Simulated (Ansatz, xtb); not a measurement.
Ligand exchange: SnH3Br + SiH3(SH) → SnH3(SH) + SiH3Br

Species: SnH3Br `[Br][SnH3]`, singlet; SiH3(SH) (sulfanylsilane), singlet; SnH3(SH), singlet; SiH3Br `[SiH3]Br`, singlet. The partners trade Br for SH: Sn–Br and Si–SH bonds give way to Sn–SH and Si–Br.

Shapes, held fixed at every level: PBE0-D4/def2-TZVP. Programs: Ansatz 0.2.0, xtb 6.7.1. The zero-point and thermal change to 298 K, harmonic and unscaled (PBE0-D4/def2-TZVP), is -0.3 kJ/mol.

**Question.** Estimate ΔH(298 K) of this reaction.

**Answer.** The highest level, CCSD(T)/def2-TZVPP, gives ΔH(298 K) = +8.0 kJ/mol; the levels span -3.5 to +14.2. They disagree on the sign: 7 of 8 are positive. The column of differences is taken from that level and isn't an error. No measured value is set beside it here. For atoms past krypton def2 sets carry core potentials with scalar relativity. Relativity is left out for Br unless named. Correlated rows may include outer-core shells of Br, Sn, which these sets cover unevenly.

```
                level                    kind  ΔH(298 K) (kJ/mol)  less CCSD(T)/def2-TZVPP
             GFN2-xTB          semi-empirical                -3.5                    -11.5
        HF/def2-TZVPP            Hartree–Fock               +14.2                     +6.2
 r2SCAN-D4/def2-TZVPP                meta-GGA               +11.2                     +3.2
  BHLYP-D4/def2-TZVPP           global hybrid               +12.0                     +4.0
r2SCAN0-D4/def2-TZVPP           global hybrid               +11.3                     +3.3
   wB97M-V/def2-TZVPP  range-separated hybrid               +10.1                     +2.1
     CCSD(T)/def2-SVP   coupled cluster or CI               +12.2                     +4.2
   CCSD(T)/def2-TZVPP   coupled cluster or CI                +8.0                      0.0
```
